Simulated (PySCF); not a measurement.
Planning a shielding job on `FC(F)=C(F)[C@@H]1[C@H]2C[C@@H](F)[C@H]21`.

Method: GIAO PBE0/pcSseg-1 NMR shielding, non-relativistic, gas phase (PySCF 2.14.0, density-fitted response routines). Geometry: GFN2-xTB. Work: shieldings, ring-centre shieldings, charges and field gradients, density fitting. A driver script takes a list of jobs; this job's settings line and coordinates (Å) are shown.

Input:
```
{"job": {"kind": "nmr", "xc": "PBE0", "basis": "pcSseg-1"}, "charge": 0, "multiplicity": 1}
F      3.222671    -0.008761     1.038644
C      2.941366     0.191404    -0.245435
F      4.048812     0.364666    -0.951638
C      1.699306     0.203188    -0.720213
F      1.519579     0.406868    -2.041134
C      0.484140     0.004924     0.081644
C     -0.666463    -0.730414    -0.557386
C     -1.726862    -0.970157     0.509830
C     -1.832572     0.557169     0.698345
F     -1.519335     1.017819     1.952960
C     -0.753586     0.758416    -0.351421
H      0.679505    -0.123979     1.138472
H     -0.558200    -1.286862    -1.471708
H     -2.644400    -1.414542     0.134574
H     -1.387673    -1.514603     1.389265
H     -2.803768     0.986046     0.441678
H     -0.709519     1.570850    -1.056387
```

Hardware: an Arm Neoverse V2 with one thread, no GPU (shared host).

The basis has 217 functions.

Problem. How long does the run take?

Solution. About 41 s. The SCF took 14 cycles.

Problem. At this speed, how long would 1000 such jobs take on 16 cores, one job a core?

Solution. 1000/16 gives 63 rounds of 41 s, about 43 min of wall time and 11 core-hours, if the jobs don't slow each other.

The SCF part of the output:
```
coarse grid: 15672 points
cycle   1  E = -668.6544212346  dE =  2.056e+00  |g| = 8.437e-01  |ddm| = 3.940e+00
cycle   2  E = -668.5230433045  dE =  1.314e-01  |g| = 1.254e+00  |ddm| = 1.443e+00
cycle   3  E = -668.7747164135  dE = -2.517e-01  |g| = 8.569e-02  |ddm| = 9.143e-01
cycle   4  E = -668.7755784298  dE = -8.620e-04  |g| = 5.425e-02  |ddm| = 1.071e-01
cycle   5  E = -668.7760958474  dE = -5.174e-04  |g| = 1.022e-02  |ddm| = 5.085e-02
cycle   6  E = -668.7761096406  dE = -1.379e-05  |g| = 5.141e-03  |ddm| = 1.235e-02
cycle   7  E = -668.7761155733  dE = -5.933e-06  |g| = 6.336e-04  |ddm| = 5.050e-03
final grid: 157104 points
cycle   8  E = -668.8693659242  dE = -7.344e-05  |g| = 1.003e-02  |ddm| = 5.043e-02
cycle   9  E = -668.8693449502  dE =  2.097e-05  |g| = 1.481e-02  |ddm| = 2.162e-02
cycle  10  E = -668.8693881169  dE = -4.317e-05  |g| = 1.271e-03  |ddm| = 1.256e-02
cycle  11  E = -668.8693883983  dE = -2.814e-07  |g| = 4.261e-04  |ddm| = 1.390e-03
cycle  12  E = -668.8693884323  dE = -3.408e-08  |g| = 1.581e-04  |ddm| = 4.643e-04
cycle  13  E = -668.8693884375  dE = -5.131e-09  |g| = 4.185e-05  |ddm| = 1.618e-04
cycle  14  E = -668.8693884378  dE = -3.354e-10  |g| = 8.877e-06  |ddm| = 4.557e-05
converged SCF energy = -668.8693884378
```

On the final grid dE counts from the start density on that grid.

Other jobs ran on the host; a repeat could differ by tens of per cent or more.
